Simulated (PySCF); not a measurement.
## Correlation energy of W³⁺ (tungsten, charge +3)

[Xe] 4f14 5d3, high-spin 4F determinant. Computed with PySCF 2.14 in ANO-RCC-VTZP (8s7p5d3f2g1h, 104 functions), with the spin-free X2C one-electron Hamiltonian (Gaussian nucleus). Frozen: [Xe] 4f14; 3 electrons correlated.

```
  level  correlation energy (mhartree)
   CCSD                         -14.40
    (T)                          -0.04
CCSD(T)                         -14.44
```

Diagnostics: T1 = 0.00094, D1 = 0.0013, largest double amplitude 0.025.

Spin-orbit coupling, absent here, splits the open shell strongly.

Cost of the coupled-cluster step: roughly 11 core-seconds, for 3 correlated electrons.

Iterations:

```
CC2 = 0
CCSD nocc = (np.int64(3), np.int64(0)), nmo = (70, 70)
frozen orbitals [[0, 1, 2, 3, 4, 5, 6, 7, 8, 9, 10, 11, 12, 13, 14, 15, 16, 17, 18, 19, 20, 21, 22, 23, 24, 25, 26, 27, 28, 29, 30, 31, 32, 33], [0, 1, 2, 3, 4, 5, 6, 7, 8, 9, 10, 11, 12, 13, 14, 15, 16, 17, 18, 19, 20, 21, 22, 23, 24, 25, 26, 27, 28, 29, 30, 31, 32, 33]]
max_cycle = 100
direct = 0
conv_tol = 1e-08
conv_tol_normt = 1e-06
diis_space = 8
diis_start_cycle = 0
Init t2, MP2 energy = -0.0119948501997859
Init E_corr(UCCSD) = -0.0119948502003268
cycle = 1  E_corr(UCCSD) = -0.0139257431050413  dE = -0.0019308929  norm(t1,t2) = 0.0108446
cycle = 2  E_corr(UCCSD) = -0.0142908273396666  dE = -0.000365084235  norm(t1,t2) = 0.00272567
cycle = 3  E_corr(UCCSD) = -0.0144008291052865  dE = -0.000110001766  norm(t1,t2) = 0.000903687
cycle = 4  E_corr(UCCSD) = -0.0143947835731363  dE = 6.04553215e-06  norm(t1,t2) = 0.0001725
cycle = 5  E_corr(UCCSD) = -0.0143951327988985  dE = -3.49225762e-07  norm(t1,t2) = 2.13631e-05
cycle = 6  E_corr(UCCSD) = -0.0143951244774606  dE = 8.32143797e-09  norm(t1,t2) = 2.82722e-06
cycle = 7  E_corr(UCCSD) = -0.0143951283325718  dE = -3.85511128e-09  norm(t1,t2) = 3.46566e-07
UCCSD converged
E(UCCSD) = -16135.99224617358  E_corr = -0.01439512833257183
UCCSD(T) correction = -4.36460809925257e-05
```
